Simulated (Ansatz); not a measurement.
GaH₃OSe, SMILES `[OH][GaH][SeH]`. Charge 0, multiplicity 1.

```csv
atom,x (Å),y (Å),z (Å)
O1,-1.428,0.646,-0.279
Ga2,0.021,0.371,0.722
Se3,1.720,-1.002,-0.082
H4,-1.424,0.196,-1.126
H5,0.097,1.064,2.106
H6,1.014,-1.275,-1.341
```

(1) What are the harmonic wavenumbers in cm⁻¹ at PBE0-D4/def2-TZVP (Ansatz, finite differences of forces, unscaled)? (Best estimate.)

(2) Is this a minimum?

(3) Give the ideal-gas thermochemistry at 298.15 K and 1 bar (rigid rotor, harmonic oscillator; point group Cs, symmetry number 1).

(4) And at 400, 500, 600, 800 and 1000 K?

## Answers

(1) The calculation gave: 146, 216, 289, 334, 498, 535, 652, 700, 841, 2045, 2443, 3907.

(2) Yes, all 12 modes are real.

(3) Zero-point energy 75.4 kJ/mol; H(298) − E = 92.5 kJ/mol; entropy 323.3 J/(mol·K), of which translation 172.7, rotation 110.6, vibration 39.9; G(298) − E = -3.9 kJ/mol.

(4) 
```json
{"T (K)": "400", "H − E (kJ/mol)": "101.4", "S (J/mol/K)": "348.9", "G − E (kJ/mol)": "-38.1"}
{"T (K)": "500", "H − E (kJ/mol)": "110.9", "S (J/mol/K)": "370.0", "G − E (kJ/mol)": "-74.1"}
{"T (K)": "600", "H − E (kJ/mol)": "120.9", "S (J/mol/K)": "388.2", "G − E (kJ/mol)": "-112.1"}
{"T (K)": "800", "H − E (kJ/mol)": "142.0", "S (J/mol/K)": "418.5", "G − E (kJ/mol)": "-192.8"}
{"T (K)": "1000", "H − E (kJ/mol)": "164.1", "S (J/mol/K)": "443.2", "G − E (kJ/mol)": "-279.1"}
```
